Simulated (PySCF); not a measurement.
# Exercise with solution: chemical shift, span and skew from a shielding tensor

Se(Me)(SeH) (CH4Se2), SMILES C[Se][SeH]. Atoms are numbered in the order given.

```xyz
7

Se     0.3513     0.7460     0.6399
C      2.1145     0.4774    -0.1940
H      2.7851     1.2190     0.2664
H      2.0518     0.6537    -1.2750
H      2.4837    -0.5352     0.0123
Se    -0.9204    -0.8113    -0.5847
H     -0.6595    -1.9830     0.2851
```
Charge 0, spin multiplicity 1.

Geometry: B3LYP-D3(BJ)/def2-SVP. The values are those of a single conformer.

GIAO shieldings from PySCF with PBE/pcSseg-1, non-relativistic, no solvent. The symmetric part of the tensor of Se6 has the principal values 1058.5, 1437.7, 2102.4 ppm. The same nucleus in Me2Se has σ = 1634.8 ppm at this level (PySCF, at its B3LYP-D3(BJ)/def2-TZVP geometry).

Work out the isotropic shielding, the ⁷⁷Se shift against Me2Se, the span and the skew.


σ(iso) = (σ11 + σ22 + σ33)/3 = 1532.9 ppm. δ = σ(ref) − σ(iso) = 1634.8 − (1532.9) = 101.9 ppm.
Span Ω = σ33 − σ11 = 1043.9 ppm. Skew κ = 3(σ(iso) − σ22)/Ω = 0.27. Tumbling in solution averages the tensor to δ; in a static solid the shielding alone would spread this spin-1/2 line over Ω.
